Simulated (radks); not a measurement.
Results of a calculation; reference values are marked as such.
Problem. The mean radii <r> (bohr) of the occupied orbitals of an atom or ion are listed with their occupations. Level of theory: scalar-relativistic Kohn-Sham, PBE, spin-polarised, spherical densities, finite nucleus; Fermi nuclear charge, rms radius of each element as measured or else 0.836 A^(1/3) + 0.57 fm (a radial shooting solver on a logarithmic mesh with Libxc functionals).

| orbital | occ. | <r> |
|---|---|---|
| 1s up | 1 | 0.02318 |
| 1s down | 1 | 0.02318 |
| 2s up | 1 | 0.09896 |
| 2s down | 1 | 0.09896 |
| 2p up | 3 | 0.08711 |
| 2p down | 3 | 0.08710 |
| 3s up | 1 | 0.2606 |
| 3s down | 1 | 0.2604 |
| 3p up | 3 | 0.2589 |
| 3p down | 3 | 0.2587 |
| 3d up | 5 | 0.2363 |
| 3d down | 5 | 0.2361 |
| 4s up | 1 | 0.5931 |
| 4s down | 1 | 0.5929 |
| 4p up | 3 | 0.6281 |
| 4p down | 3 | 0.6278 |
| 4d up | 5 | 0.6886 |
| 4d down | 5 | 0.6888 |
| 5s up | 1 | 1.435 |
| 5s down | 1 | 1.452 |
| 5p up | 3 | 1.682 |
| 5p down | 3 | 1.707 |
| 4f up | 5 | 1.034 |
| 6s up | 1 | 3.914 |

Name the element and its charge.

Solution. Z = 61, promethium, charge +1: Pm+ in [Xe] 4f5 6s(up 1, down 0). The 1s radius gives Z: for a bare nucleus <r> = (2 gamma + 1)/(2Z) with gamma = sqrt(1 - (Z/c)^2), 0.02288 bohr for Z = 61, and screening makes it slightly larger (0.02318 here). The occupations add up to 60, and the charge is Z minus that.
